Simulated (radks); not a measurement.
Isoelectronic series with 29 electrons, each ion in its NIST ground configuration. Calculated with a radial shooting solver on a logarithmic mesh with Libxc functionals: Dirac Kohn-Sham, PBE, spin-unpolarised, spherical densities, finite nucleus; Fermi nuclear charge, rms radius of each element as measured or else 0.836 A^(1/3) + 0.57 fm. Total energies (hartree) and orbital eigenvalues (hartree):

ion    configuration  E (hartree)      4s1/2      3d5/2      3d3/2      3p3/2
Ce29+  [Ar] 3d10 4s1   -8429.7669  -39.96802  -66.55730  -67.29784  -76.71040
Pr30+  [Ar] 3d10 4s1   -8767.6209  -42.39697  -70.54944  -71.35790  -81.01811
Nd31+  [Ar] 3d10 4s1   -9112.9047  -44.89938  -74.65301  -75.53394  -85.44243
Pm32+  [Ar] 3d10 4s1   -9465.6742  -47.47573  -78.86798  -79.82617  -89.98359
Sm33+  [Ar] 3d10 4s1   -9825.9812  -50.12654  -83.19436  -84.23478  -94.64180
Eu34+  [Ar] 3d10 4s1  -10193.9284  -52.85251  -87.63211  -88.75995  -99.41728
Gd35+  [Ar] 3d10 4s1  -10569.5599  -55.65414  -92.18126  -93.40193  -104.3103
Tb36+  [Ar] 3d10 4s1  -10952.9962  -58.53224  -96.84176  -98.16091  -109.3210
Dy37+  [Ar] 3d10 4s1  -11344.1814  -61.48694  -101.6137  -103.0372  -114.4499
Ho38+  [Ar] 3d10 4s1  -11743.3378  -64.51949  -106.4970  -108.0310  -119.6970
Er39+  [Ar] 3d10 4s1  -12150.4555  -67.63024  -111.4918  -113.1425  -125.0626
Tm40+  [Ar] 3d10 4s1  -12565.6772  -70.82014  -116.5979  -118.3720  -130.5472
Yb41+  [Ar] 3d10 4s1  -12988.9988  -74.08958  -121.8156  -123.7199  -136.1509
Lu42+  [Ar] 3d10 4s1  -13420.5714  -77.43960  -127.1447  -129.1863  -141.8740
Hf43+  [Ar] 3d10 4s1  -13860.5271  -80.87119  -132.5853  -134.7716  -147.7169
